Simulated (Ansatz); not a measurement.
The same ligand exchange along the group B, Al, Ga, In.

Isolated molecules relaxed with PBE0-D4/def2-TZVP in Ansatz; ΔE leaves out vibrations. CCSD(T)/CBS is the MP2 limit (def2-TZVPP, def2-QZVPP) plus CCSD(T) − MP2 in def2-TZVPP, frozen cores. This one scheme is used for every species. DFT in def2-TZVPP. def2 core potentials past Kr. For Ga, In, Se outer-core shells are correlated without core-valence functions, which leaves a few kJ/mol of doubt a bond. Scalar relativity is left out up to krypton.

```
                                                  reaction  CCSD(T)/def2-SVP (kJ/mol)  CCSD/CBS(def2) (kJ/mol)  revPBE-D4 (kJ/mol)  CCSD(T)/CBS(def2) (kJ/mol)
              `BC[SiH3]` + `C[SeH]` → `B[Se]C` + `C[SiH3]`                        -83                      -81                 -84                         -84
`[AlH2][CH2][SiH3]` + `C[SeH]` → `C[Se][AlH2]` + `C[SiH3]`                       -112                     -115                -113                        -115
`[SiH3][CH2][GaH2]` + `C[SeH]` → `C[Se][GaH2]` + `C[SiH3]`                       -116                     -114                -117                        -115
`[SiH3][CH2][InH2]` + `C[SeH]` → `C[Se][InH2]` + `C[SiH3]`                       -126                     -127                -127                        -126
```

Largest T1 diagnostic: 0.013, for `[SiH3][CH2][InH2]`.
